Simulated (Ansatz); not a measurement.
Cartesian coordinates (Å):
```xyz
7

B     -1.1819    -0.2728     0.1639
B      0.2426     0.5424     0.2046
C      1.5659    -0.1501     0.5011
N      2.5531    -0.7028     0.7306
H     -1.6050    -0.7423    -0.8538
H     -1.8603    -0.3954     1.1435
H      0.2856     1.7211    -0.0014
```
Charge 0, multiplicity 1.

Method: Ansatz (a first-principles code) with frozen-core CCSD(T)/cc-pVTZ // PBE0-D3(BJ)/def2-TZVP.

- HF energy = -143.43388 Ha
- MP2 correlation energy = -0.52340 Ha

Estimate the CCSD correlation energy, the (T) correction, the total energy and the T1 diagnostic.


CCSD correlation energy: -0.55165 Ha
(T) correction: -0.02583 Ha
CCSD(T) total energy: -144.01137 Ha
T1 diagnostic: 0.014
